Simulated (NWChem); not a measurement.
Species: ZnHBr; SMILES [ZnH][Br]

```xyz
3

Zn     0.0000     0.0000    -1.1458
H      0.0000     0.0000    -2.6751
Br     0.0000     0.0000     1.1051
```
Atoms are numbered in this order, from 1.

Level: PBE-D3(BJ)/def2-SVP (NWChem), optimised geometry, unscaled harmonic frequencies. This build's default masses of Se (78.918 u) and Br (79.917 u) are each other's, which moves their modes by up to 0.6 %.

Question: List the harmonic frequencies with IR intensities, and the thermochemistry.

Answer: 
```tsv
frequency (cm⁻¹)	IR intensity (km/mol)
309	19.9
411	62.8
411	62.8
1874	85.5
```

```yaml
zero_point_energy: 4.3 kcal/mol
thermal correction to the enthalpy at 298.15 K (with zero-point energy): 7.0 kcal/mol
heat capacity Cv: 9.5 cal/(mol K)
entropy at 298.15 K and 1 atm (symmetry number 1): 61.4 cal/(mol K)
dipole_moment: 1.66 D
```

Rigid rotor and harmonic oscillator.
